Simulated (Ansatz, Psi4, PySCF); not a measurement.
CHF$_{2}$ (SMILES F[CH-]F), charge -1, singlet, at a GFN2-xTB geometry. Base run: MP2/aug-cc-pVDZ (PySCF).

Here is a job for PySCF.
```python
from pyscf import gto, scf, mp

mol = gto.M(
    atom='''
C    -0.122049   -0.004221    0.645091
F    -0.023478    1.132899   -0.272100
F     0.003141   -1.130746   -0.281877
H     0.915325    0.005947    1.115243
''',
    basis='aug-cc-pvdz',
    charge=-1,
    spin=0,
    verbose=4,
)

mf = scf.RHF(mol)
mf.kernel()

pt = mp.MP2(mf)
pt.kernel()
print('E(MP2) = %.10f' % pt.e_tot)
```

The same geometry, method and basis name were run in Ansatz (a first-principles code) and Psi4 and PySCF, at each program's defaults and at the settings that a row names. The base is PySCF at its defaults. Differences at the defaults can come from grids, fitting, cores and function types together.

```tsv
code and settings	ΔE vs base (mEh)	basis functions	E (Eh)	SCF cycles
PySCF, defaults (exact integrals, spherical functions, all electrons correlated)	0.000	78	-237.84874	10
Psi4, defaults (density fitting with its default set, spherical functions, all electrons correlated)	0.197	78	-237.84854	11
Ansatz, defaults (factorised integrals, spherical functions, frozen core)	7.323	78	-237.84141	-
PySCF, frozen core	7.320	78	-237.84142	10
Psi4, exact integrals, spherical functions, frozen core	7.320	78	-237.84142	11
Ansatz, high accuracy, frozen core	7.320	78	-237.84142	-
```
